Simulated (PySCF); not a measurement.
Cl2HSi, SMILES Cl[SiH]Cl, multiplicity 2. Coordinates come from a PBE-D3(BJ)/def2-TZVP optimisation. The isomer is the one that the SMILES or the coordinates give; other isomers of the formula were not compared.

Computed equilibrium geometry at PBE-D3(BJ)/def2-TZVP (PySCF confirms it by a frequency run) as a Z-matrix, and its point group:
point group Cs.
```
Si
H 1 1.5015
Cl 1 2.0654 2 107.52
Cl 1 2.0654 2 107.52 3 -118.77
```
Charge 0, spin multiplicity 2.
